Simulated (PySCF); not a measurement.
Si(Cl)2(OH)(SH) (Cl2H2OSSi), SMILES O[Si](S)(Cl)Cl. Coordinates come from a PBE-D3(BJ)/def2-SVP optimisation. This is a generated structure with no PubChem entry under its InChIKey; it may be hypothetical. One conformer was computed; it need not be the lowest.

Problem. Give the equilibrium geometry at PBE-D3(BJ)/def2-SVP (PySCF confirms it by a frequency run) as bond lengths and angles. (An estimate is asked for; the answer gives what the named calculation found.)

Solution. This is not unique; one that fits is 
Atoms: O1 Si2 S3 Cl4 Cl5 H6 H7. Bonded distances (Å): O1–Si2 1.661, O1–H6 0.975, Si2–S3 2.124, Si2–Cl4 2.077, Si2–Cl5 2.065, S3–H7 1.364. Bond angles (°): Si2–O1–H6 114.9, O1–Si2–S3 108.8, O1–Si2–Cl4 108.2, O1–Si2–Cl5 112.6, S3–Si2–Cl4 113.7, S3–Si2–Cl5 106.0, Cl4–Si2–Cl5 107.6, Si2–S3–H7 92.5.
Charge 0, spin multiplicity 1.
